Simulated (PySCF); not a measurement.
BH3N, SMILES B=[NH2+], charge +1. Coordinates come from a PBE0-D3(BJ)/def2-TZVP optimisation. The isomer is the one that the SMILES or the coordinates give; other isomers of the formula were not compared.

PySCF with TDDFT-PBE/def2-TZVPD puts the lowest singlet excitations at 5.59, 8.80, 8.88, 9.56, 10.69, 11.43 eV.

### Question
What are the lowest excitation roots from ADC(2)/aug-cc-pVDZ in PySCF? (The exact figures need the calculation; the answer reports its results.)

### Answer
5.92, 9.14, 9.74, 9.96, 11.68, 11.81 eV. S1 differs by 0.32 eV (second minus first; roots are paired by order, and the bases may differ).
